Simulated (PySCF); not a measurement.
## Computed vibrations of [Er(PH3)]3+

[Er(PH3)]3+ (singlet in the valence; each metal's 4f electrons, 11 of them, lie in its core potential, out of spins and levels). PySCF 2.14.0, RKS PBE0, Er lcecp-1-SVP with ECP57, P def2-SVP, H def2-SVP; non-relativistic Hamiltonian with scalar-relativistic core potentials where named; density fitting; no spin-orbit coupling. Central differences of gradients.

```xyz
5

Er    0.0000    0.0000   -0.4962
P     0.0000    0.0000    2.3762
H     1.3332    0.0000    2.8884
H    -0.6666    1.1546    2.8884
H    -0.6666   -1.1546    2.8884
```

Run from Python with OMP_NUM_THREADS=2. Where DIIS fails, smearing, a level shift and second-order steps follow.
It took 24 s on 2 threads of Arm Neoverse V1, with other jobs on the host.

(1) What are the harmonic wavenumbers and infrared intensities?

(2) Is this a minimum?

An lcecp potential fixes the number of 4f electrons, so in runs with it no electron can move into or out of that shell.

Answers

(1) Modes are labelled in C3v; negative numbers are unstable modes, those under 60 cm⁻¹ near the noise; a finer grid moves soft modes by up to 10 cm⁻¹.
| cm⁻¹ | km/mol | symmetry |
| --- | --- | --- |
| 217 | 0.1 | a1 |
| 446 | 3.7 | e |
| 446 | 3.7 | e |
| 888 | 25.2 | a1 |
| 1014 | 0.9 | e |
| 1014 | 0.9 | e |
| 2378 | 197.3 | a1 |
| 2421 | 161.3 | e |
| 2421 | 161.3 | e |

(2) Yes. Ideal gas at 298.15 K and 1 bar: S = 294.9 J/(mol K), Cp = 57.5 J/(mol K), H − H(0 K) = 13.1 kJ/mol (rigid rotor, harmonic modes, spin degeneracy alone, that of the 4f electrons in the core included).
